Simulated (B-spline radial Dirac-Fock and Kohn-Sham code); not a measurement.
**Magnetic form factor of the 3d shell of La³⁵⁺**

System: lanthanum as La³⁵⁺, configuration [Ar] 3d4.

Input of the calculation (task.json; shells as n, l, electrons):

```json
{"items": [{
  "Z": 57,
  "q": 35,
  "cfg": [[1, 0, 2], [2, 0, 2], [2, 1, 6], [3, 0, 2], [3, 1, 6], [3, 2, 4]],
  "A": 139,
  "rrms": 4.855,
  "do": ["scatter"],
  "s": [0.0, 0.08, 0.1, 0.12, 0.14, 0.16, 0.19, 0.23, 0.28, 0.33, 0.39, 0.46, 0.55, 0.66, 0.78, 0.93, 1.11, 1.32, 1.57, 1.87, 2.23, 2.65, 3.15],
  "pz": [0, 0.1, 0.14, 0.19, 0.27, 0.37, 0.51, 0.71, 0.98, 1.4, 1.9, 2.6, 3.6, 5.0, 6.9, 9.5, 13.0, 18.0, 25.0, 35.0, 49.0],
  "hv_scatter": [1000, 5000, 8047.8, 10000, 20000, 100000, 200000, 500000]
}]}
```

Run with: `python xray_run.py task.json out`

Model: Dirac-Fock densities. Program: a radial finite-basis atomic code. ⟨j_K⟩ is the integral of the 3d radial density with the spherical Bessel function j_K(4πsr), s = sin θ/λ.

| s (Å⁻¹) | ⟨j0⟩ | ⟨j2⟩ | ⟨j4⟩ |
| --- | --- | --- | --- |
| 0 | 1.0000 | 0.0000 | 0.0000 |
| 0.08 | 0.9970 | 0.0012 | 0.0000 |
| 0.1 | 0.9953 | 0.0019 | 0.0000 |
| 0.12 | 0.9932 | 0.0027 | 0.0000 |
| 0.14 | 0.9908 | 0.0037 | 0.0000 |
| 0.16 | 0.9879 | 0.0048 | 0.0000 |
| 0.19 | 0.9830 | 0.0068 | 0.0000 |
| 0.23 | 0.9752 | 0.0099 | 0.0000 |
| 0.28 | 0.9635 | 0.0145 | 0.0001 |
| 0.33 | 0.9497 | 0.0199 | 0.0002 |
| 0.39 | 0.9305 | 0.0274 | 0.0003 |
| 0.46 | 0.9046 | 0.0373 | 0.0006 |
| 0.55 | 0.8665 | 0.0517 | 0.0012 |
| 0.66 | 0.8136 | 0.0713 | 0.0024 |
| 0.78 | 0.7497 | 0.0940 | 0.0044 |
| 0.93 | 0.6639 | 0.1228 | 0.0082 |
| 1.11 | 0.5576 | 0.1554 | 0.0148 |
| 1.32 | 0.4367 | 0.1871 | 0.0254 |
| 1.57 | 0.3069 | 0.2125 | 0.0412 |

Radial moments of the shell: ⟨r²⟩ = 0.06433, ⟨r⁴⟩ = 0.007002, ⟨r⁶⟩ = 0.001159 in powers of bohr.
